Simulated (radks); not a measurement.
Initial-state core-level shifts of the germanium ion Ge+ when its valence configuration changes from [Ar] 3d10 4s2 4p1. Method: Dirac Kohn-Sham, PBEsol, spin-unpolarised, spherical densities, finite nucleus; open shells fill j = l - 1/2 first; Fermi nuclear charge, rms radius 4.0742 fm; computed with a radial shooting solver on a logarithmic mesh with Libxc functionals. Shifts are changes of the shell-averaged eigenvalues in eV (positive: less bound); the change of the density at the nucleus, which sets a Mossbauer isomer shift, is in e/bohr^3, on a base of 3.166e+04.

valence                1s       2s       3s       3p  density at nucleus
3d9 4s2 4p2       -12.074  -13.283  -11.111  -10.878             +11.604
3d8 4s2 4p3       -25.175  -27.786  -22.740  -22.266             +24.506
3d9 4s1 4p3       -13.780  -14.929  -12.790  -12.548              -9.882
3d10 4s1 4p2       -1.721   -1.653   -1.710   -1.704             -18.384
3d10 4s1.5 4p1.5   -0.872   -0.838   -0.866   -0.863              -9.047
3d9.5 4s2 4p1.5    -5.925   -6.501   -5.502   -5.387              +5.625
3d10 4p3           -3.482   -3.337   -3.455   -3.442             -37.994
